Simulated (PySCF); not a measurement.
The 6-electron isoelectronic series, spin-free X2C

All values are computed (PySCF 2.14, energy differences of UHF-based or UKS calculations, no spin-orbit coupling). Each ion has its own even-tempered basis scaled to its charge (19s13p5d5f4g for the first); frozen: nothing. Ionisation energies in eV, correlation energies of the ion in mhartree.

```csv
ion,configuration,UHF,LDA,PBE,PBE0,r2SCAN,MP2 (all electrons),E_corr MP2,"NIST (with spin-orbit, Breit and QED)"
Gd(58+),[He] 2s2 2p2 (3P),12719.1,12712.1,12716.9,12717.7,12722.4,12718.9,-245.2,13183 ± 6 (t)
Tb(59+),[He] 2s2 2p2 (3P),13158.2,13151.1,13156.0,13156.8,13161.6,13158.1,-246.1,13658 ± 7 (t)
Dy(60+),[He] 2s2 2p2 (3P),13605.5,13598.2,13603.2,13604.1,13608.9,13605.4,-246.6,14144 ± 10 (t)
Ho(61+),[He] 2s2 2p2 (3P),14061.0,14053.6,14058.7,14059.5,14064.5,14060.9,-247.4,14639 ± 12 (t)
Er(62+),[He] 2s2 2p2 (3P),14524.8,14517.1,14522.4,14523.3,14528.3,14524.7,-248.0,15146 ± 15 (t)
Tm(63+),[He] 2s2 2p2 (3P),14996.9,14989.1,14994.5,14995.3,15000.5,14996.8,-248.6,15663 ± 19 (t)
Yb(64+),[He] 2s2 2p2 (3P),15477.3,15469.3,15474.9,15475.8,15481.0,15477.3,-249.6,16191 ± 24 (t)
Lu(65+),[He] 2s2 2p2 (3P),15966.2,15958.1,15963.7,15964.6,15969.9,15966.2,-250.2,16730 ± 30 (t)
Hf(66+),[He] 2s2 2p2 (3P),16463.6,16455.3,16461.0,16462.0,16467.4,16463.6,-251.1,17280 ± 40 (t)
Ta(67+),[He] 2s2 2p2 (3P),16969.5,16961.0,16966.9,16967.8,16973.4,16969.5,-251.9,17840 ± 40 (t)
```

Each ion has its own basis, which adds noise of up to about 0.1 % along the series.

NIST values marked (s) are semi-empirical, (t) theoretical. Open shells are high-spin determinants of the terms that Hund's rules give.

Spin-orbit coupling of the open shells is absent from the calculated values and included in NIST's; it grows fast with Z.

At high Z the X2C-1e correlation energies are inflated by the missing two-electron picture change in the 1s pairs.
